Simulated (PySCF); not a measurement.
A structure optimised at PBE0-D3(BJ)/def2-SVP (Å):
```
C 
O   1  1.4215
C   2  1.4145  1  115.76
Al  2  1.9800  1  123.05  3  -178.89
F   4  1.6957  2   94.42  1    -0.01
H   1  1.1015  2  109.79  3   -60.62
H   1  1.0957  2  106.11  3   179.86
H   1  1.1015  2  109.81  3    60.45
H   3  1.1019  2  110.21  1    60.90
H   3  1.1016  2  110.22  1   -60.68
H   3  1.0979  2  107.63  1  -179.85
H   4  1.5953  2  101.58  1  -117.70
H   4  1.5956  2  101.48  1   117.49
```
Z-matrix in Å and degrees, rows numbered from 1.

Neutral, closed shell.

(1) Read off the bonds between heavy atoms and their formal orders.

(2) Which species is it?

(3) Name the point group.

(4) Describe the place of each heavy atom.

(5) What is the arrangement about C1?

(6) What is the arrangement about O2?

## Answers

(1) C1–O2 (single); O2–C3 (single); O2–Al4 (single); Al4–F5 (single). Hydrogens: H6, H7, H8 on C1; H9, H10, H11 on C3; H12, H13 on Al4.

(2) `C[O+](C)[AlH2-][F]`, C2H8AlFO.

(3) Cs (tolerance 0.08 Å).

(4) C1/C3: O-methyl carbon; O2: oxygen bonded to Al and 2 C; Al4: aluminium bonded to F, O and 2 H; F5: fluorine bonded to Al.

(5) It has 4 neighbours (O2, H6, H7, H8) and is tetrahedral (angles from 106.1° to 110.6°).

(6) It has 3 neighbours (C1, C3, Al4) and is planar (angles 123.0°, 121.2° and 115.8°, sum 360.0°, 0.01 Å off the plane of its three neighbours).

These are computed values.
